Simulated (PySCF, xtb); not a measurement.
C3H7NOSi, SMILES [SiH2]1OC=CCN1. The values are those of a single conformer.

Harmonic wavenumbers (cm⁻¹) from xtb with GFN2-xTB at its own minimum, in rising order: 91, 106, 354, 390, 438, 481, 531, 586, 709, 746, 750, 807, 815, 837, 872, 953, 994, 1089, 1179, 1202, 1248, 1276, 1331, 1388, 1483, 1730, 2222, 2308, 2792, 2884, 3034, 3100, 3480.

Question: What does PBE-D3(BJ)/def2-SVP in PySCF give at its own minimum? (An estimate is asked for; the answer gives what the named calculation found.)

Answer: 98, 143, 271, 379, 420, 449, 639, 653, 709, 740, 766, 850, 871, 892, 911, 955, 974, 1048, 1135, 1190, 1255, 1271, 1346, 1389, 1433, 1674, 2139, 2196, 2855, 2919, 3096, 3131, 3551. Paired by order, the mean absolute difference is 39 cm⁻¹ and the zero-point energies are 60.3 and 60.5 kcal/mol.
